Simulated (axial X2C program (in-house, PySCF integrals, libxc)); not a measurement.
# YSn: properties at the nuclei

Calculated with an axial X2C code built on PySCF integrals: two-component X2C with atomic mean-field Coulomb and Gaunt terms, Gaussian nuclei, basis Sn dyall-cv3z, Y dyall-cv3z with contracted cores.

R = 2.917 Å (near the PBE0 minimum at charge 0 of the determinant lowest at the starting distance; the state shown can have its own minimum elsewhere).

Determinant lowest in the PBE0 search, Ω = 3/2 (⟨Sz⟩ = 1.48, ⟨Lz⟩ = 0.02 at PBE0), spin on the atoms Sn 0.87, Y 0.62:

```json
{"level": "PBE0", "Eeff magnitude (GV/cm)": "2.37", "Ws magnitude Sn (kHz)": "0.985", "Ws magnitude Y (kHz)": "0.138", "A∥/gI Sn (MHz)": "-369", "qzz Sn (a.u.)": "-2.78", "A∥/gI Y (MHz)": "82.2", "qzz Y (a.u.)": "-1.23", "μ (D)": "2.92"}
{"level": "HF", "Eeff magnitude (GV/cm)": "10.7", "Ws magnitude Sn (kHz)": "2.89", "Ws magnitude Y (kHz)": "1.23", "A∥/gI Sn (MHz)": "-526", "qzz Sn (a.u.)": "-1.30", "A∥/gI Y (MHz)": "53", "qzz Y (a.u.)": "-2.08", "μ (D)": "1.28"}
{"level": "TPSSh", "Eeff magnitude (GV/cm)": "1.79", "Ws magnitude Sn (kHz)": "0.793", "Ws magnitude Y (kHz)": "0.113", "A∥/gI Sn (MHz)": "-325", "qzz Sn (a.u.)": "-3.18", "A∥/gI Y (MHz)": "154", "qzz Y (a.u.)": "-1.25", "μ (D)": "3.08"}
{"level": "LDA", "Eeff magnitude (GV/cm)": "0.0972", "Ws magnitude Sn (kHz)": "0.369", "Ws magnitude Y (kHz)": "0.163", "A∥/gI Sn (MHz)": "-205", "qzz Sn (a.u.)": "-3.47", "A∥/gI Y (MHz)": "206", "qzz Y (a.u.)": "-1.31", "μ (D)": "3.10"}
{"level": "r2SCAN", "Eeff magnitude (GV/cm)": "2.19", "Ws magnitude Sn (kHz)": "0.778", "Ws magnitude Y (kHz)": "0.253", "A∥/gI Sn (MHz)": "-428", "qzz Sn (a.u.)": "-3.12", "A∥/gI Y (MHz)": "232", "qzz Y (a.u.)": "-1.27", "μ (D)": "3.06"}
```

Determinant 0.46 eV from it at PBE0 and this distance, Ω = 1/2 (⟨Sz⟩ = 0.48, ⟨Lz⟩ = 0.02 at PBE0), spin on the atoms Sn 0.13, Y 0.36:

```tsv
level	Eeff magnitude (GV/cm)	Ws magnitude Sn (kHz)	Ws magnitude Y (kHz)	A∥/gI Sn (MHz)	qzz Sn (a.u.)	A∥/gI Y (MHz)	qzz Y (a.u.)	μ (D)
PBE0	0.282	0.7	0.594	2.51	-3.22	559	-1.21	3.73
HF	4.55	2.52	2.54	15.9	-2.49	258	-2.04	1.93
TPSSh	0.614	0.399	0.674	23.3	-3.53	712	-1.24	3.88
LDA	1.17	0.0927	0.964	205	-3.52	774	-1.37	3.42
r2SCAN	0.504	0.174	0.393	-58.8	-3.50	857	-1.24	3.81
```

Eeff is the effective electric field on the electron electric dipole moment in this Ω state and Ws the scalar–pseudoscalar constant of the nucleus named (defined with the proton number Z and per Ω); A∥ (defined per Ω) follows by multiplying with gI = μI/(I μN); qzz is the electric field gradient, eQq0 = 234.96 MHz × Q/barn × qzz; μ is positive if the Y end (last atom) is positive. The operators were transformed with the bare-nucleus X2C matrices; with these basis sets, hyperfine constants and field gradients can be off by tens of per cent, and where levels differ in sign neither size nor sign is settled.

Each state is one determinant with collinear spin, which with several unpaired electrons need not be a pure state. Unrestricted Hartree–Fock can overshoot spin polarisation at the nuclei. In the state Ω = 3/2 the sign of Eeff differs between levels (LDA against PBE0). In the state Ω = 1/2 the sign of Eeff differs between levels (HF against PBE0). This is the top spin component of a Σ state; components of lower Ω are not single determinants and can lie lower. With several open shells hyperfine constants can be off by a factor of several. Where Eeff spreads by more than a factor of two the levels disagree and none is to be relied on. At r2SCAN a later determinant lies lower. States lie within half an eV, so the first need not be the ground state. The sign of Ws at Y differs between levels in the first state. The sign of Ws at Y differs between levels in the second state. Further determinants of the search, some of them spin-mixed, are not shown. Where a field gradient or hyperfine factor spreads by more than a factor of two over the levels, a constant derived from it is not to be relied on. PBE0 term energies can be off by some tenths of an eV.
